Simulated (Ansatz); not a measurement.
`B[SiH2]OBF` + HBr → `B[SiH2]Br` + `OBF` at 298.15 K and 1 bar (ligand exchange at the Si–O bond).

Program: Ansatz. Geometries: PBE0-D4/def2-TZVP. ΔE: electronic, gas phase. CBS: MP2 limit from def2 TZ/QZ plus the TZ coupled-cluster correction, frozen cores. This one scheme is used for every species. For Br outer-core shells are correlated without core-valence functions, which leaves a few kJ/mol of doubt a bond. Scalar relativity is left out up to krypton. One conformer a species, not always the lowest.

```csv
species,CCSD(T)/CBS energy (Eh),H − E (kJ/mol),S (J/(mol·K))
`B[SiH2]OBF`,-516.74846,173.1,358.9
HBr,-2573.91920,24.6,198.6
`B[SiH2]Br`,-2889.59767,115.3,318.5
`OBF`,-201.07426,91.0,252.9
```

H − E and S are ideal-gas, rigid-rotor, harmonic terms from PBE0-D4/def2-TZVP, for one conformer and one mirror image of each species. 1 Eh = 2625.50 kJ/mol, R = 8.31446 J/(mol·K).

Question: By hand: ΔE, ΔH, ΔS and ΔG.

Answer: ΔE = (-2889.59767) + (-201.07426) − (-516.74846) − (-2573.91920) = -0.00427 Eh = -11.2 kJ/mol. Δ(H − E) = 115.3 + 91.0 − 173.1 − 24.6 = 8.6, so ΔH = -2.6 kJ/mol. ΔS = 318.5 + 252.9 − 358.9 − 198.6 = 13.9 J/(mol·K). ΔG = -2.6 − 298.15 × (13.9)/1000 = -6.7 kJ/mol.

Question: By hand: the equilibrium constant, and the temperature at which ΔG would vanish if ΔH and ΔS stayed fixed.

Answer: log₁₀ K = −ΔG/(RT ln 10) = 1.2. ΔH and −TΔS have one sign here, so there is no such temperature.

TΔS isn't small against ΔH here. A doubt of 5 kJ/mol in ΔE shifts log₁₀ K by 0.9 here. Other conformers and mirror images would add mixing entropy, several J/(mol·K) or more a flexible species. Modes under 60 cm⁻¹, often nearly free rotors, make the harmonic entropy too high. These are equilibria of isolated gas molecules and say nothing of rates. Largest T1 diagnostic: 0.013 (customary marks: 0.02 for closed shells, 0.045 for open ones).
